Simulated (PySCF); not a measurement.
UHF on Nb²⁺ (niobium, charge +2)

Configuration: [Kr] 4d2 5s1, high-spin 4F determinant (an excited configuration). All numbers are calculated (PySCF 2.14, a scalar-relativistic core potential, in aug-cc-pVTZ-PP with ECP28MDF).

```json
{"Total energy": "-55.336922 hartree", "One-electron energy": "-86.7010 hartree", "Hartree (Coulomb) energy": "37.1087 hartree", "Exchange energy": "-5.7446 hartree", "⟨S²⟩": "3.7551", "⟨L²⟩": "12.065", "Sum of ⟨r⟩": "16.75 bohr", "Sum of ⟨r²⟩": "32.00 bohr²"}
```

```tsv
shell	electrons	mean orbital energy (eV)	rms radius, mean of both spins (bohr)
4s α	1	-95.726	1.24
4s β	1	-92.504	1.24
4p α	3	-66.242	1.38
4p β	3	-62.273	1.38
4d α	2	-28.638	1.91
5s α	1	-21.283	3.21
```

Energies and moments cover only the electrons outside the core potential.
